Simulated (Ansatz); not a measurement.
Gas-phase electronic energies from Ansatz, PBE0-D4/def2-TZVP geometries. CCSD(T)/CBS is the MP2 limit (def2-TZVPP, def2-QZVPP) plus CCSD(T) − MP2 in def2-TZVPP, frozen cores. DFT in def2-TZVPP. B3LYP here is the variant with VWN-RPA as its local correlation; programs differ in this. Elements past krypton have def2 core potentials. For In outer-core shells are correlated without core-valence functions, which leaves a few kJ/mol of doubt a bond. Each species was taken in one conformer, which may not be the lowest.

Consider the ligand exchange at the Si–O bond: `OB(O[SiH3])O[SiH3]` + `[OH][In]([Cl])[O][SiH3]` → `[SiH3][O][In]([Cl])[O][SiH3]` + `OB(O)O[SiH3]`.

| level | ΔE (kJ/mol) | difference from CCSD(T)/CBS |
| --- | --- | --- |
| PBE-D4 | -17.8 | 6.9 |
| ωB97M-V | -22.3 | 2.4 |
| PBE | -20.6 | 4.1 |
| PBE0 | -24.0 | 0.7 |
| B3LYP | -24.4 | 0.3 |
| HF/def2-TZVPP | -34.4 | -9.7 |
| HF/def2-QZVPP | -34.4 | -9.7 |
| SCS-MP2/def2-QZVPP | -27.3 | -2.6 |
| HF/CBS(def2) | -34.4 | -9.7 |
| CCSD/CBS(def2) | -25.9 | -1.2 |
| CCSD(T)/CBS | -24.7 | 0 |

Largest T1 diagnostic among the species: 0.015.

The D4 term adds +4.5 kJ/mol with B3LYP and +2.4 kJ/mol with PBE0; it sums over pairs of atoms, weighted by their polarisabilities, and B3LYP, whose exchange is more repulsive, gets the larger term. From PBE to PBE0 (25 % exact exchange), in def2-TZVPP and without D4, ΔE moves by −3.4 kJ/mol. In def2-TZVPP, CCSD(T) changes the Hartree–Fock value by +7.3 kJ/mol (the triples alone add +1.3 kJ/mol) and MP2 by +6.7 kJ/mol.
